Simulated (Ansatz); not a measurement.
Born–Oppenheimer molecular dynamics of F$_{2}$H$_{4}$O$_{4}$W (11 atoms, charge 0, multiplicity 1). It starts from a relaxed structure.

Method: RKS PBE/def2-SVP (Ansatz).

```
ensemble                      : NVE (velocity Verlet)
time step                     : 1 fs
steps asked                   : 250
starting velocities drawn for : 300 K
masses                        : H 2.014 u
seed                          : 416354
```

Frames 10 fs apart, positions in Å.

Velocities at 20 fs (Å/ps):

```
W -0.08 -0.61 0.46
F 1.62 1.11 -2.46
O -0.44 -0.83 2.51
H -13.25 -4.72 -10.84
O -0.05 1.02 -2.72
H 2.61 -1.93 -14.22
O -5.00 -1.74 3.73
H 1.73 10.84 9.68
O 2.30 2.32 -2.44
H -6.25 1.26 4.60
F 3.43 3.60 -1.77
```

```xyz
11
Properties=species:S:1:pos:R:3 time_fs=20 energy_less_start_eV=0.163 T=162
W 0.115 -0.050 0.049
F 0.661 0.108 1.901
O 2.010 -0.142 -0.227
H 2.604 -0.106 0.508
O 0.006 1.753 -0.518
H -0.786 2.100 -0.989
O -1.661 0.220 0.648
H -2.119 -0.052 1.463
O -0.245 -1.937 0.279
H -0.823 -2.550 -0.225
F -0.118 -0.418 -1.794
11
Properties=species:S:1:pos:R:3 time_fs=30 energy_less_start_eV=0.145 T=176
W 0.115 -0.058 0.053
F 0.673 0.121 1.866
O 1.985 -0.152 -0.209
H 2.626 -0.149 0.555
O 0.005 1.762 -0.543
H -0.727 2.087 -1.100
O -1.714 0.212 0.691
H -2.101 0.024 1.568
O -0.211 -1.908 0.249
H -0.868 -2.487 -0.175
F -0.090 -0.388 -1.813
11
Properties=species:S:1:pos:R:3 time_fs=40 energy_less_start_eV=0.251 T=88
W 0.110 -0.061 0.054
F 0.677 0.143 1.839
O 1.973 -0.166 -0.173
H 2.662 -0.191 0.586
O 0.006 1.751 -0.553
H -0.650 2.095 -1.174
O -1.731 0.213 0.731
H -2.054 0.055 1.641
O -0.168 -1.898 0.215
H -0.912 -2.398 -0.145
F -0.077 -0.373 -1.829
11
Properties=species:S:1:pos:R:3 time_fs=50 energy_less_start_eV=0.150 T=173
W 0.102 -0.057 0.051
F 0.674 0.176 1.851
O 1.986 -0.187 -0.138
H 2.655 -0.217 0.614
O 0.005 1.729 -0.545
H -0.560 2.110 -1.230
O -1.687 0.206 0.758
H -1.975 0.055 1.676
O -0.137 -1.937 0.180
H -0.954 -2.352 -0.135
F -0.082 -0.372 -1.834
11
Properties=species:S:1:pos:R:3 time_fs=60 energy_less_start_eV=0.133 T=186
W 0.097 -0.052 0.044
F 0.657 0.217 1.887
O 1.998 -0.214 -0.108
H 2.579 -0.225 0.651
O 0.003 1.728 -0.532
H -0.459 2.133 -1.290
O -1.616 0.185 0.780
H -1.882 0.031 1.699
O -0.125 -1.983 0.146
H -0.973 -2.377 -0.141
F -0.104 -0.380 -1.831
11
Properties=species:S:1:pos:R:3 time_fs=70 energy_less_start_eV=0.168 T=160
W 0.101 -0.052 0.037
F 0.625 0.258 1.907
O 1.988 -0.242 -0.077
H 2.482 -0.227 0.712
O 0.004 1.757 -0.526
H -0.341 2.153 -1.357
O -1.584 0.154 0.816
H -1.796 -0.002 1.751
O -0.125 -1.984 0.117
H -0.949 -2.444 -0.162
F -0.141 -0.387 -1.823
11
Properties=species:S:1:pos:R:3 time_fs=80 energy_less_start_eV=0.089 T=224
W 0.110 -0.055 0.030
F 0.588 0.293 1.898
O 1.970 -0.268 -0.040
H 2.430 -0.224 0.812
O 0.011 1.782 -0.523
H -0.206 2.141 -1.411
O -1.605 0.117 0.868
H -1.712 -0.026 1.829
O -0.123 -1.943 0.101
H -0.882 -2.483 -0.204
F -0.192 -0.385 -1.822
11
Properties=species:S:1:pos:R:3 time_fs=90 energy_less_start_eV=0.165 T=160
W 0.114 -0.057 0.026
F 0.562 0.322 1.870
O 1.975 -0.287 0.007
H 2.445 -0.217 0.910
O 0.028 1.775 -0.521
H -0.074 2.091 -1.435
O -1.627 0.079 0.904
H -1.615 -0.023 1.881
O -0.114 -1.910 0.099
H -0.810 -2.472 -0.277
F -0.250 -0.366 -1.830
11
Properties=species:S:1:pos:R:3 time_fs=100 energy_less_start_eV=0.169 T=158
W 0.111 -0.056 0.026
F 0.552 0.352 1.852
O 2.000 -0.296 0.058
H 2.493 -0.207 0.952
O 0.055 1.746 -0.527
H 0.026 2.037 -1.447
O -1.613 0.045 0.904
H -1.534 0.015 1.881
O -0.099 -1.932 0.101
H -0.759 -2.452 -0.376
F -0.310 -0.332 -1.840
11
Properties=species:S:1:pos:R:3 time_fs=110 energy_less_start_eV=0.117 T=200
W 0.106 -0.057 0.029
F 0.556 0.389 1.861
O 2.010 -0.291 0.095
H 2.504 -0.191 0.934
O 0.092 1.731 -0.549
H 0.079 2.010 -1.477
O -1.573 0.024 0.873
H -1.515 0.082 1.847
O -0.076 -1.984 0.085
H -0.716 -2.450 -0.477
F -0.367 -0.294 -1.836
11
Properties=species:S:1:pos:R:3 time_fs=120 energy_less_start_eV=0.145 T=179
W 0.105 -0.065 0.034
F 0.560 0.429 1.886
O 1.988 -0.276 0.107
H 2.460 -0.163 0.905
O 0.139 1.741 -0.582
H 0.084 1.996 -1.525
O -1.560 0.025 0.844
H -1.572 0.167 1.808
O -0.043 -2.009 0.040
H -0.667 -2.469 -0.559
F -0.420 -0.264 -1.812
11
Properties=species:S:1:pos:R:3 time_fs=130 energy_less_start_eV=0.077 T=235
W 0.110 -0.076 0.040
F 0.553 0.465 1.900
O 1.963 -0.260 0.097
H 2.416 -0.112 0.915
O 0.194 1.746 -0.603
H 0.043 1.954 -1.555
O -1.601 0.043 0.837
H -1.677 0.266 1.783
O -0.005 -1.984 -0.026
H -0.611 -2.486 -0.616
F -0.470 -0.252 -1.778
```

Of the whole run (250 fs, mean temperature of the second half 172 K): The conserved energy stayed within 0.43 meV per atom of its start (net change 0.14 meV per atom), so the integration is sound. Over the second half the temperature averaged 0.57 of the 300 K drawn at the start: a run that starts near a minimum puts about half its kinetic energy into the potential. A run of 0.25 ps of so small a system gives no equilibrium averages.

The run took 8.2 min on 4 threads of Arm Neoverse V1 (shared host), peak memory 0.2 GiB.
